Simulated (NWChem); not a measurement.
System: PbHI, singlet; SMILES [I][PbH]

All runs: NWChem. Low-valent species are run as closed-shell singlets; no triplet was tried in these runs. Geometry: optimised at PBE0/def2-SVP. No frequency run checked for a minimum. def2 effective core potentials on I, Pb; no spin-orbit coupling. B3LYP is NWChem's, with the RPA form of VWN correlation. Ions are spin-unrestricted doublets at the neutral geometry; other ion states weren't tried.

For level PBE/def2-SVP:

| Property | Value |
|---|---|
| vertical ionisation energy, ΔSCF (eV) | 8.51 |
| −ε(HOMO) (eV) | 5.65 |

Task: Estimate the same quantities for level B3LYP/def2-SVP.

Result: 
| Property | Result |
|---|---|
| vertical ionisation energy, ΔSCF (eV) | 8.70 |
| −ε(HOMO) (eV) | 6.47 |
